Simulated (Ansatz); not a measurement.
Basis-set extrapolation for C3H8AlF (`C[CH2][Al]([CH3])[F]`) (PBE0-D4/def2-TZVP geometry, frozen core, the Gaussian-basis code of Ansatz). Multiplicity 1, RHF reference.

```csv
,def2-TZVPP,def2-QZVPP
HF,-459.807418,-459.825330
MP2 correlation,-0.863461,-0.927501
CCSD(T) correlation,-0.939123,not run
```

Energies in hartree. Use E(X) = E(∞) + A·exp(−7.88·√X) for Hartree–Fock and E(X) = E(∞) + B·X^(−2.97) for correlation, with X = 3 and 4, and add CCSD(T) minus MP2 of the smaller set to the MP2 limit.

Question: What is the CCSD(T) energy at the basis-set limit?

Answer: HF limit: -459.825330 + (-0.017912) × 0.13774 = -459.82780. MP2 limit: -0.927501 + (-0.064040) × 0.74074 = -0.97494. Higher-order term: -0.939123 − (-0.863461) = -0.07566. Total: -460.87840 hartree, 346.2 kJ/mol below CCSD(T)/def2-TZVPP.
